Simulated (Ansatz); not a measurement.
Mulliken charges of `C[CH2][Al]([F])[F]` from ωB97M-V/def2-TZVPP in Ansatz (PBE0-D4/def2-TZVP geometry).

```csv
atom,x (Å),y (Å),z (Å),charge (e)
C1,-0.441,-0.926,0.853,-0.305
C2,0.324,0.338,0.459,-0.380
Al3,0.277,0.808,-1.420,0.836
F4,-0.505,-0.115,-2.535,-0.347
F5,1.021,2.160,-1.989,-0.345
H6,-0.361,-1.123,1.925,0.106
H7,-0.064,-1.807,0.329,0.106
H8,-1.504,-0.847,0.613,0.105
H9,-0.044,1.205,1.021,0.112
H10,1.380,0.255,0.745,0.111
```

**Question.** By hand: the dipole of these point charges (1 e Å = 4.8032 D).

**Answer.** Σ q r = (0.011, -0.112, 0.444) e Å, of length 0.458 e Å = 2.20 D.

**Question.** How does the dipole of the full density compare? (An estimate is asked.)

**Answer.** Ansatz gave: (0.006, -0.124, 0.460) e Å, 2.29 D; the point charges give 0.96 times that, at 1° from its direction.

Point charges leave out the atoms' own dipoles, such as those of lone pairs, and Mulliken's split depends on the basis, so the close match here is no proof of good charges.
